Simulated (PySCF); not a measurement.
# Potential energy of SrLi along the bond

Set-up: basis Sr def2-SVP with ECP28, Li def2-SVP; scalar-relativistic core potentials; PySCF 2.14. Energies in eV from Sr + Li in their ground configurations at the same level. State: ²Σ⁺ (doublet), unpaired electrons σ ↑.

```
R (Å)      PBE
3.136  -0.2339
3.282  -0.3094
3.428  -0.3503
3.538  -0.3640
3.647  -0.3668
3.756  -0.3614
3.902  -0.3449
4.085  -0.3151
4.303  -0.2727
4.595  -0.2150
```

Question: Put a parabola through the three lowest points of the PBE curve and estimate Re, k and ωe (reduced mass 6.497 u; 1 eV/Å² = 0.16022 mdyn/Å; ωe = 1302.8·√(k/μ) cm⁻¹).

Answer: Through R = 3.538, 3.647, 3.756 Å the second-order coefficient is 0.345 eV/Å², so Re ≈ 3.630 Å, k ≈ 0.111 mdyn/Å and ωe ≈ 170 cm⁻¹. A polynomial fit of higher order to the unrounded PBE energies gives Re = 3.625 Å, k = 0.117 mdyn/Å, ωe = 175 cm⁻¹; anharmonicity and rounding make the difference.

The higher-order fit for each curve: PBE: Re = 3.625 Å, ωe = 175 cm⁻¹, De = 0.367 eV.

The bond is weak. Basis-set superposition, not corrected here, can be much of De in a small basis, most of all at correlated wavefunction levels. Functionals without a dispersion term scatter widely for such bonds, and LDA overbinds them. Spin–orbit coupling is left out. The state was picked by a PBE0 search and need not be the measured ground state.
